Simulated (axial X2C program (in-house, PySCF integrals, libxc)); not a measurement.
## Density and ELF of ZrSe⁻

Calculated with an in-house relativistic program for diatomic molecules. Two-component (2c) means X2C with spin–orbit coupling and atomic mean-field two-electron Coulomb and Gaunt terms. Basis: Zr dyall-acv3z [12s13p10d6f3g], Se dyall-acv3z [9s10p7d5f1g] (cores contracted in-house); Gaussian nuclei, density fitting, unrestricted open shells. Masses: Zr 89.905 u, Se 79.917 u.

PBE0, 2c, state Ω = 3/2 (⟨Sz⟩ = -0.50, ⟨Lz⟩ = 2.00 at PBE0); Zr at z = 0, Se at z = 2.372 Å.

The maps cover the half plane through the axis: z from -2.4 to 4.2 Å along the bond, ρ from 0.15 to 2.25 Å away from it.

log10 of the density in e/bohr³:

```
 ρ\z  -2.4  -1.8  -1.2  -0.6   0.0   0.6   1.2   1.8   2.4   3.0   3.6   4.2
0.15  -2.6  -2.3  -1.5  -0.2   1.6  -0.3  -1.0  -0.4   1.4  -0.6  -1.4  -2.3
0.45  -2.6  -2.3  -1.7  -0.5   0.0  -0.6  -1.1  -0.7   0.1  -0.8  -1.5  -2.3
0.75  -2.7  -2.4  -1.9  -1.0  -0.5  -1.0  -1.3  -1.0  -0.8  -1.1  -1.7  -2.5
1.05  -2.7  -2.4  -2.1  -1.5  -1.2  -1.5  -1.6  -1.3  -1.2  -1.4  -2.0  -2.7
1.35  -2.8  -2.5  -2.2  -1.9  -1.7  -1.9  -1.9  -1.7  -1.6  -1.8  -2.3  -2.9
1.65  -2.9  -2.6  -2.4  -2.1  -2.0  -2.1  -2.1  -2.0  -2.0  -2.2  -2.6  -3.1
1.95  -3.0  -2.8  -2.5  -2.3  -2.3  -2.4  -2.4  -2.4  -2.4  -2.6  -2.9  -3.4
2.25  -3.2  -2.9  -2.7  -2.6  -2.5  -2.6  -2.7  -2.7  -2.8  -2.9  -3.2  -3.6
```

Electron localisation function (collinear form, no current term, damped to 0 at low density):

```
 ρ\z  -2.4  -1.8  -1.2  -0.6   0.0   0.6   1.2   1.8   2.4   3.0   3.6   4.2
0.15  0.89  0.27  0.24  0.80  0.44  0.71  0.53  0.18  0.24  0.20  0.84  0.60
0.45  0.90  0.32  0.12  0.78  0.21  0.69  0.52  0.28  0.48  0.40  0.82  0.56
0.75  0.91  0.43  0.06  0.45  0.80  0.35  0.51  0.68  0.31  0.75  0.78  0.48
1.05  0.91  0.61  0.10  0.17  0.48  0.14  0.48  0.78  0.75  0.81  0.70  0.37
1.35  0.91  0.77  0.31  0.21  0.29  0.14  0.42  0.72  0.75  0.73  0.57  0.25
1.65  0.88  0.85  0.62  0.45  0.39  0.21  0.32  0.59  0.63  0.58  0.40  0.14
1.95  0.81  0.86  0.78  0.68  0.53  0.27  0.23  0.40  0.46  0.40  0.23  0.06
2.25  0.66  0.82  0.81  0.75  0.57  0.27  0.16  0.22  0.27  0.22  0.10  0.02
```

Axial spin density in 10⁻³ e/bohr³:

```
 ρ\z  -2.4  -1.8  -1.2   -0.6     0.0    0.6   1.2   1.8  2.4  3.0  3.6  4.2
0.15   1.9   2.7  -0.7  -24.5  -162.2  -25.0  -3.2   3.0  3.9  1.2  1.0  0.2
0.45   1.7   2.6   0.8  -10.3   -22.1   -9.5  -1.9   3.2  0.4  1.9  0.9  0.2
0.75   1.5   2.4   1.4   -8.9   -39.0   -9.1  -1.4   1.9  2.9  1.8  0.7  0.2
1.05   1.3   1.9   1.1   -7.1   -22.0   -8.3  -1.6   0.6  1.8  1.2  0.4  0.1
1.35   1.0   1.4   0.6   -4.5   -10.8   -5.7  -1.6   0.0  0.7  0.6  0.2  0.1
1.65   0.8   1.0   0.3   -2.4    -5.2   -3.4  -1.2  -0.2  0.2  0.3  0.1  0.1
1.95   0.5   0.7   0.2   -1.2    -2.5   -1.9  -0.8  -0.2  0.1  0.1  0.1  0.0
2.25   0.4   0.4   0.2   -0.6    -1.2   -1.0  -0.5  -0.1  0.0  0.0  0.0  0.0
```

The state is a single determinant with fixed occupations, the lowest that a limited PBE0 search found. Density functionals use the spin component along the axis (collinear). Other states lie close and PBE0, whose exact exchange favours high spin, may order them wrongly; the determinant shown need not be the ground state. The nearest other 2c determinant of the search, Ω = 5/2, lies 0.08 eV up at the distance of the search. Without a current term, density functionals place determinants with orbital angular momentum somewhat too high. The highest occupied level of some functionals is positive through self-interaction error; at Hartree–Fock it is bound. The determinant is spin-polarised beyond a pure state at some levels (its spin-free form has ⟨S²⟩ too high), which makes Re and μ there less reliable. The stretched end of a curve changes character and is left out.
